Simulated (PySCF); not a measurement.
Cartesian coordinates (Å):
```xyz
9

Zn     0.0000     0.0000     0.0000
C     -1.2912     0.8523    -1.1822
H     -2.2876     0.3676    -1.1119
H     -0.9685     0.7967    -2.2432
H     -1.4249     1.9255    -0.9311
C      1.2912    -0.8523     1.1822
H      0.8959    -0.9448     2.2157
H      2.2356    -0.2712     1.2382
H      1.5495    -1.8738     0.8322
```
Charge 0, spin multiplicity 1.

### Question
Give the total energy, LUMO, charge on the central atom (Mulliken), HOMO and charge on the central atom (meta-Löwdin) at the level PBE-D3(BJ)/def2-TZVP // PBE-D3(BJ)/def2-SVP in PySCF.

### Answer

```
Quantity                                          Value
----------------------------------------  -------------
total energy                              -1858.8581 Ha
LUMO                                           -0.54 eV
charge on the central atom (Mulliken)            0.31 e
HOMO                                           -6.04 eV
charge on the central atom (meta-Löwdin)         1.01 e
```
